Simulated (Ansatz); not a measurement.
Steps of a relaxation of C$_{4}$H$_{7}$Al (`C#[C][Al]([CH3])[CH3]`) with RKS PBE-D4/def2-SVP.

```sh
$ ansatz run in.yaml --threads 4 --pin off --events-out ev --progress --plain --max-ram 10444MiB
```

```yaml
crystal:
  periodic: [false, false, false]
  atoms:
    - {symbol: C, position_ang: [-0.487500, 2.981400, 0.559200]}
    - {symbol: C, position_ang: [-0.336100, 1.854700, 0.334300]}
    - {symbol: Al, position_ang: [-0.037500, -0.021700, -0.020300]}
    - {symbol: C, position_ang: [-0.758800, -1.396100, 1.156500]}
    - {symbol: C, position_ang: [1.162000, -0.578500, -1.541700]}
    - {symbol: H, position_ang: [-0.714900, 4.068400, 0.732500]}
    - {symbol: H, position_ang: [-0.008300, -2.009800, 1.641300]}
    - {symbol: H, position_ang: [-1.442500, -2.048800, 0.540300]}
    - {symbol: H, position_ang: [-1.438500, -0.895400, 1.986300]}
    - {symbol: H, position_ang: [2.176100, -0.142100, -1.360700]}
    - {symbol: H, position_ang: [0.717700, -0.196900, -2.453600]}
    - {symbol: H, position_ang: [1.245300, -1.670200, -1.540100]}
basis:
  gaussian: {orbitals: def2-SVP}
hamiltonian: {xc: pbe, dispersion: d4}
relax: {f_tol: 0.03, max_steps: 200}
```

Positions (Å) and forces (eV/Å) along the path, 5 of 5 steps:

```xyz
12
step=1 energy=-10842.5567 eV
C    -0.487    2.981    0.559   -1.692   10.019    1.812
C    -0.336    1.855    0.334    1.218   -8.715   -1.733
Al   -0.037   -0.022   -0.020    0.768   -0.132   -0.353
C    -0.759   -1.396    1.157   -2.322    1.295    0.697
C     1.162   -0.579   -1.542   -0.132    0.521    1.685
H    -0.715    4.068    0.733    0.413   -1.370   -0.148
H    -0.008   -2.010    1.641    0.543   -0.551    0.332
H    -1.442   -2.049    0.540    0.354    0.099    0.376
H    -1.438   -0.895    1.986    1.099   -0.918   -1.226
H     2.176   -0.142   -1.361   -0.261   -0.028   -0.299
H     0.718   -0.197   -2.454   -0.007    0.189   -0.914
H     1.245   -1.670   -1.540    0.020   -0.410   -0.230
12
step=2 energy=-10843.0679 eV
C    -0.500    3.023    0.550   -0.184    0.024   -0.095
C    -0.318    1.820    0.330    0.074    0.173    0.090
Al    0.021   -0.055    0.014    0.130   -0.033   -0.335
C    -0.799   -1.392    1.191   -0.750    0.406    0.283
C     1.160   -0.554   -1.542   -0.116    0.078    0.708
H    -0.724    4.078    0.709    0.131   -0.222    0.013
H    -0.052   -2.034    1.684    0.186   -0.216    0.091
H    -1.470   -2.059    0.597    0.163    0.018    0.065
H    -1.443   -0.933    1.997    0.398   -0.211   -0.417
H     2.181   -0.137   -1.393   -0.022    0.008   -0.100
H     0.768   -0.156   -2.493   -0.035    0.063   -0.183
H     1.252   -1.655   -1.610    0.023   -0.088   -0.121
12
step=3 energy=-10843.0909 eV
C    -0.502    3.019    0.539   -0.100   -0.251   -0.121
C    -0.322    1.816    0.321    0.046    0.202    0.068
Al    0.009   -0.059    0.004    0.080   -0.050   -0.084
C    -0.809   -1.388    1.194   -0.069    0.027    0.002
C     1.158   -0.553   -1.520   -0.061   -0.032    0.178
H    -0.713    4.069    0.701    0.061    0.045    0.048
H    -0.051   -2.038    1.681    0.022   -0.005   -0.026
H    -1.472   -2.066    0.611    0.022   -0.023    0.003
H    -1.426   -0.931    1.993   -0.001    0.017    0.022
H     2.180   -0.139   -1.384    0.002    0.016   -0.025
H     0.771   -0.132   -2.471    0.005    0.007   -0.034
H     1.254   -1.653   -1.637   -0.008    0.047   -0.028
12
step=4 energy=-10843.0939 eV
C    -0.503    3.012    0.530   -0.100   -0.059   -0.069
C    -0.320    1.810    0.316    0.060    0.054    0.038
Al    0.009   -0.066    0.004   -0.028   -0.002    0.007
C    -0.818   -1.387    1.196    0.033   -0.027   -0.029
C     1.157   -0.550   -1.511    0.007   -0.028   -0.016
H    -0.704    4.063    0.695    0.050    0.016    0.033
H    -0.048   -2.034    1.671   -0.006    0.009   -0.005
H    -1.478   -2.073    0.621   -0.004   -0.002    0.002
H    -1.424   -0.931    2.003   -0.020    0.019    0.029
H     2.179   -0.134   -1.379    0.005    0.003    0.000
H     0.773   -0.119   -2.461   -0.001    0.000    0.015
H     1.254   -1.647   -1.649    0.004    0.016   -0.003
12
step=5 energy=-10843.0956 eV
C    -0.516    3.010    0.520    0.001   -0.007   -0.002
C    -0.308    1.811    0.316   -0.006    0.002    0.008
Al    0.007   -0.068    0.004    0.005    0.001   -0.004
C    -0.820   -1.388    1.196   -0.007    0.003    0.001
C     1.157   -0.551   -1.511    0.000   -0.003    0.001
H    -0.698    4.063    0.700    0.002   -0.001   -0.001
H    -0.048   -2.032    1.672    0.002    0.000    0.000
H    -1.480   -2.076    0.624    0.001    0.001    0.001
H    -1.425   -0.930    2.004    0.000   -0.001    0.000
H     2.178   -0.132   -1.377    0.002    0.002   -0.001
H     0.771   -0.115   -2.458    0.001    0.001   -0.002
H     1.258   -1.646   -1.656    0.000   -0.001    0.000
```

Hardware: 4 threads of an Arm Neoverse V1 on a shared host. Wall time 6 s, peak host memory 0.15 GiB.
